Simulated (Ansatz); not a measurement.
Geometry optimisation, RKS PBE0-D4/def2-SVP in Ansatz.

input.yaml

```yaml
crystal:
  periodic: [false, false, false]
  atoms:
    - { symbol: B, position_ang: [0.0, 0.0, 0.0] }
    - { symbol: H, position_ang: [0.0, 0.0, 1.54] }
    - { symbol: Cl, position_ang: [1.6108, 0.0, -0.93] }
    - { symbol: Cl, position_ang: [-1.6108, 0.0, -0.93] }
    - { symbol: Cl, position_ang: [0.0903, -2.0478, 0.6811] }
    - { symbol: H, position_ang: [0.0386, -0.8759, 1.6586] }
basis:
  gaussian: { orbitals: def2-SVP }
hamiltonian:
  xc: pbe0
  dispersion: d4
relax:
  f_tol: 0.15
  max_steps: 25
  restrain:
    - { distance: [0, 4], at: 1.86, k: 30.0 }
    - { distance: [5, 1], at: 0.66, k: 30.0 }
    - { distance: [0, 1], at: 2.39, k: 30.0 }
    - { distance: [5, 4], at: 2.57, k: 30.0 }
output:
  orbitals: {}
```

Run as:

```bash
$ ansatz run input.yaml --threads 1 --pin off --max-ram 2048MiB --backend cpu --events-out ev --progress --plain --runs-dir out
```

Where does it end, and by what steps?

The run converged. The restraints hold the end off the free minimum. After 5 steps the energy has fallen by 2.915 eV (the restraints' own energy left out); B1 moved furthest, 0.76 Å. Parted: Cl5–H6 (1.53 → 2.58 Å).

```csv
step,energy less start (eV),largest force component (eV/Å),accepted
0,0.0000,3.801,yes
1,-0.4912,4.524,yes
2,-1.5003,4.454,yes
3,-2.4679,2.791,yes
4,-2.9114,1.501,yes
5,-2.9148,1.795,yes
```

```xyz
6
Properties=species:S:1:pos:R:3
B 0.025 -0.632 -0.429
H 0.001 0.218 1.811
Cl 1.517 0.174 -0.790
Cl -1.498 0.119 -0.778
Cl 0.058 -2.329 0.208
H 0.026 -0.474 1.998
```

Run time: 20 s on 1 thread of Arm Neoverse V1, on a shared host, peak memory 0.15 GiB.
